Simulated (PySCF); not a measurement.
**4-ethylaniline, C$_{8}$H$_{11}$N**

Molfile (atoms numbered from 1):
```
C8H11N
     RDKit          3D

 20 20  0  0  0  0  0  0  0  0999 V2000
    2.9084   -0.6881   -0.3152 C   0  0  0  0  0  0  0  0  0  0  0  0
    2.1141    0.6065   -0.1618 C   0  0  0  0  0  0  0  0  0  0  0  0
    0.6300    0.3773   -0.0558 C   0  0  0  0  0  0  0  0  0  0  0  0
    0.0130    0.1495    1.1791 C   0  0  0  0  0  0  0  0  0  0  0  0
   -1.3486   -0.1120    1.2813 C   0  0  0  0  0  0  0  0  0  0  0  0
   -2.1587   -0.1589    0.1351 C   0  0  0  0  0  0  0  0  0  0  0  0
   -3.5042   -0.4653    0.2239 N   0  0  0  0  0  0  0  0  0  0  0  0
   -1.5470    0.0699   -1.1082 C   0  0  0  0  0  0  0  0  0  0  0  0
   -0.1838    0.3300   -1.1927 C   0  0  0  0  0  0  0  0  0  0  0  0
    3.9895   -0.4920   -0.3915 H   0  0  0  0  0  0  0  0  0  0  0  0
    2.5970   -1.2360   -1.2182 H   0  0  0  0  0  0  0  0  0  0  0  0
    2.7433   -1.3556    0.5449 H   0  0  0  0  0  0  0  0  0  0  0  0
    2.4652    1.1478    0.7326 H   0  0  0  0  0  0  0  0  0  0  0  0
    2.3215    1.2674   -1.0198 H   0  0  0  0  0  0  0  0  0  0  0  0
    0.6150    0.1833    2.0924 H   0  0  0  0  0  0  0  0  0  0  0  0
   -1.7977   -0.2832    2.2638 H   0  0  0  0  0  0  0  0  0  0  0  0
   -3.9402   -0.2978    1.1210 H   0  0  0  0  0  0  0  0  0  0  0  0
   -4.0797   -0.1700   -0.5537 H   0  0  0  0  0  0  0  0  0  0  0  0
   -2.1533    0.0426   -2.0181 H   0  0  0  0  0  0  0  0  0  0  0  0
    0.2605    0.5081   -2.1768 H   0  0  0  0  0  0  0  0  0  0  0  0
  1  2  1  0
  2  3  1  0
  3  4  1  0
  4  5  2  0
  5  6  1  0
  6  7  1  0
  6  8  2  0
  8  9  1  0
  9  3  2  0
  1 10  1  0
  1 11  1  0
  1 12  1  0
  2 13  1  0
  2 14  1  0
  4 15  1  0
  5 16  1  0
  7 17  1  0
  7 18  1  0
  8 19  1  0
  9 20  1  0
M  END
```

Level of theory: quadratic response CAM-B3LYP/aug-cc-pVDZ first hyperpolarisability, Taylor convention, gas phase (PySCF 2.14.0). Geometry: PBE0-D3(BJ)/def2-SVP.

Q: Give the tensor of the second harmonic β(−2ω;ω,ω) at 1907 nm in the axes of these coordinates.

A: In au, Taylor convention; rows are the first index (the induced dipole):
```
       xx     yy     zz     xy     xz    yz
x  -432.6   -5.8  +13.5  -56.3  +33.9  +2.6
y   -56.0  +17.4   -4.2   -4.3   +2.8  +2.4
z   +33.9   +2.6   -4.5   +2.8  +12.7  -4.7
```
Norm of βᵢ = ⅓ Σⱼ (βᵢⱼⱼ + βⱼᵢⱼ + βⱼⱼᵢ): 427.8 au, hyper-Rayleigh value 181.9 au.
